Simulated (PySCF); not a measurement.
Heteronuclear NMR

Molfile (atoms numbered from 1):
```
C7H9N
     RDKit          3D

 17 17  0  0  0  0  0  0  0  0999 V2000
   -1.9017   -0.9472   -0.2079 C   0  0  0  0  0  0  0  0  0  0  0  0
   -0.4723   -0.5098   -0.0675 C   0  0  0  0  0  0  0  0  0  0  0  0
    0.5599   -1.4318   -0.1029 C   0  0  0  0  0  0  0  0  0  0  0  0
    1.8827   -1.0444    0.0321 C   0  0  0  0  0  0  0  0  0  0  0  0
    2.1845    0.2936    0.2102 C   0  0  0  0  0  0  0  0  0  0  0  0
    1.1705    1.2307    0.2449 C   0  0  0  0  0  0  0  0  0  0  0  0
   -0.1621    0.8478    0.1052 C   0  0  0  0  0  0  0  0  0  0  0  0
   -1.1682    1.7945    0.2116 N   0  0  0  0  0  0  0  0  0  0  0  0
   -2.4877   -0.6234    0.6522 H   0  0  0  0  0  0  0  0  0  0  0  0
   -1.9625   -2.0301   -0.2798 H   0  0  0  0  0  0  0  0  0  0  0  0
   -2.3535   -0.5229   -1.1070 H   0  0  0  0  0  0  0  0  0  0  0  0
    0.3228   -2.4781   -0.2370 H   0  0  0  0  0  0  0  0  0  0  0  0
    2.6699   -1.7824   -0.0004 H   0  0  0  0  0  0  0  0  0  0  0  0
    3.2114    0.6112    0.3179 H   0  0  0  0  0  0  0  0  0  0  0  0
    1.4026    2.2779    0.3835 H   0  0  0  0  0  0  0  0  0  0  0  0
   -2.0327    1.5767   -0.2563 H   0  0  0  0  0  0  0  0  0  0  0  0
   -0.8706    2.7500    0.0914 H   0  0  0  0  0  0  0  0  0  0  0  0
  1  2  1  0
  2  3  2  0
  3  4  1  0
  4  5  2  0
  5  6  1  0
  6  7  2  0
  7  8  1  0
  7  2  1  0
  1  9  1  0
  1 10  1  0
  1 11  1  0
  3 12  1  0
  4 13  1  0
  5 14  1  0
  6 15  1  0
  8 16  1  0
  8 17  1  0
M  END
```

- shielding tensors at PBE0/pcSseg-1 (GIAO)
- coordinates at the GFN2-xTB level
- code: PySCF
- non-relativistic, a single conformation, in vacuum, one averaged value for each set of equivalent atoms

What are the ¹⁵N shifts?

## Answers


```tsv
atoms	environment	σ (ppm)	δ (ppm)
N8	aniline-type nitrogen	193.0	-325.9
```

Shieldings were converted by a linear fit to measured shifts: ¹⁵N: δ = -148.07 − 0.921σ (rms 6.3 ppm, 71 shifts vs CH3NO2, solution or neat liquid). Occasional misses reach two or three times the rms, and more in compound classes unlike the fitted ones.

On a 500 MHz spectrometer ¹⁵N resonates near 50.7 MHz, so 1 ppm is 50.7 Hz.
